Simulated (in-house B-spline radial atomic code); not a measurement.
RPA and G0W0 on BHandHLYP: Ca⁺

Configuration [Ar] 4s1, highest spin, mean-field start BHandHLYP. Computed with a B-spline radial code for spherical atoms: all electrons, non-relativistic, point nucleus, each spin shell either full or empty, empty states to l = 9 with an (l + 1/2)⁻⁴ tail; G0W0 by contour deformation at full frequency.

Command:
```bash
python run_gw.py task.json out
```
Settings (radii: box in bohr, nucleus in fm):
```
Z                        20
electrons                19
configuration            [Ar] 4s1
hamiltonian              nr
method                   bhandhlyp
lmax                     9
spin_polarised           True
box_radius               23.78
intervals                51
ion_configuration        [Ne] 3s2 3p6
```

Cost of the run: 1.5 s on 1 thread of Intel(R) Xeon(R) 6975P-C (Granite Rapids), with other jobs on the host.

Energies (hartree):

```
                                     term       value
                         mean-field total  -677.36471
Hartree-Fock functional on these orbitals  -676.56576
                      direct second order      -1.269
                    second-order exchange     0.43414
                         SOSEX correction     0.39602
```

**Question.** What is the RPA correlation energy, and what remains with SOSEX?

**Answer.** RPA gives -1.1117 hartree (-1.59 eV per electron); RPA + SOSEX gives -0.7157, and the second-order doubles -0.83482 hartree (no singles). RPA lacks exchange-type terms and so overcorrelates at short range.

Quasi-particle levels (eV):

```csv
level,occupied,mean field,Σx - vxc,Σc,QP weight,G0W0
4s up,yes,-10.451,-0.87,?,?,?
3p down,yes,-39.26,-3.37,0.44,0.870,-42.20
4s down,no,-7.253,2.55,-1.45,0.908,-6.146
```

G0W0 = mean field + (Σx - vxc) + Σc, with Σc (partial-wave tail included) taken at the quasi-particle energy. Only the outer levels were computed. Levels of low weight are left out.

**Question.** Where does G0W0 put 4s up?

**Answer.** At -12.244 eV, with Σc = -0.93 eV and a quasi-particle weight of 0.947. The tabulated removal energy is 11.872 eV (NIST, measured); the calculation leaves out relativity, Breit and QED terms, and what these don't explain is the method's own error.

**Question.** What does it cost to remove one electron (to [Ne] 3s2 3p6) by differences of total energies, each species on its own start (correlation terms add to the Hartree-Fock functional)?

**Answer.** BHandHLYP 11.889 eV, Hartree-Fock functional 11.292 eV, + RPA 12.134 eV, + RPA + SOSEX 11.708 eV, + second order 11.967 eV. Tabulated: 11.872 eV (NIST, measured); the calculation leaves out relativity, Breit and QED terms, and what these don't explain is the method's own error.
